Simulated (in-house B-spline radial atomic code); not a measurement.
# Ionising Mn2+ with different functionals

Computed with a B-spline radial code for spherical atoms: scalar-relativistic (spin-free X2C) Hamiltonian, Fermi nucleus of rms radius 3.7057 fm, spin-polarised at highest spin, spherical fractional occupations for the functionals, and exact exchange of hybrids averaged over the configuration. The ionisation energy is the difference of two self-consistent energies, [Ar] 3d5 → [Ar] 3d4, without Breit or QED terms; ε is the level of the shell that loses the electron (its least bound occupied spin orbital).

```json
{"method": "PBE0", "rung": "global hybrid", "ΔSCF (eV)": "33.95", "-ε(3d) (eV)": "28.27"}
{"method": "B3LYP", "rung": "global hybrid", "ΔSCF (eV)": "33.98", "-ε(3d) (eV)": "27.76"}
{"method": "TPSSh", "rung": "global hybrid", "ΔSCF (eV)": "33.96", "-ε(3d) (eV)": "26.72"}
{"method": "BHandHLYP", "rung": "global hybrid", "ΔSCF (eV)": "33.59", "-ε(3d) (eV)": "30.50"}
{"method": "r2SCAN0", "rung": "global hybrid", "ΔSCF (eV)": "34.20", "-ε(3d) (eV)": "28.53"}
{"method": "B97-1", "rung": "global hybrid", "ΔSCF (eV)": "33.73", "-ε(3d) (eV)": "27.61"}
{"method": "HSE06", "rung": "range-separated hybrid", "ΔSCF (eV)": "33.92", "-ε(3d) (eV)": "27.83"}
{"method": "wB97X", "rung": "range-separated hybrid", "ΔSCF (eV)": "33.50", "-ε(3d) (eV)": "30.40"}
{"method": "CAM-B3LYP", "rung": "range-separated hybrid", "ΔSCF (eV)": "33.94", "-ε(3d) (eV)": "29.70"}
{"method": "LC-wPBE", "rung": "range-separated hybrid", "ΔSCF (eV)": "33.99", "-ε(3d) (eV)": "30.96"}
```

(1) Among the functionals, which spreads more, the ΔSCF values or the orbital energies?

(2) How do they compare with the NIST value?

Answers

(1) The orbital energies: ΔSCF values span about 0.70 eV and the orbital energies 4.24 eV; here energy differences depend much less on the functional than eigenvalues do.

(2) NIST lists 33.67 eV ± 0.012 (measured, ground level to ground level). Errors run from -0.17 to +0.54 eV; B97-1 is closest (+0.06 eV), but part of that can be cancellation, since the calculations leave out spin-orbit coupling, Breit-QED terms, multiplet and fine-structure energies.
